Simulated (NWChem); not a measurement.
Molecule: BBr$_{2}$F; SMILES FB(Br)Br

```xyz
4

B      0.0000     0.0000    -0.6295
F      0.0000     0.0000    -1.9394
Br     1.6615     0.0000     0.2943
Br    -1.6615     0.0000     0.2943
```
Atoms are numbered in this order, from 1.

Geometry: optimised at PBE0/def2-SVP.

Symmetry labels are those of C2v in the frame above (b1 and b2, or b-type labels, depend on it).

### Question
List the 6 lowest vertical singlet excitations from PBE/aug-cc-pVDZ, full TDDFT (NWChem).

### Answer
```
state  energy (eV)  oscillator strength  symmetry  leading excitation (squared amplitude)
-----  -----------  -------------------  --------  --------------------------------------
S1            5.04                0.000        a2                      HOMO → LUMO (1.00)
S2            5.85                0.000        b2                    HOMO−2 → LUMO (1.00)
S3            6.01                0.126        b1                    HOMO−1 → LUMO (0.91)
S4            6.50                0.076        b1                    HOMO → LUMO+1 (0.93)
S5            6.87                0.019        a1                    HOMO−3 → LUMO (0.92)
S6            6.89                0.000        a2                  HOMO−1 → LUMO+1 (0.99)
```
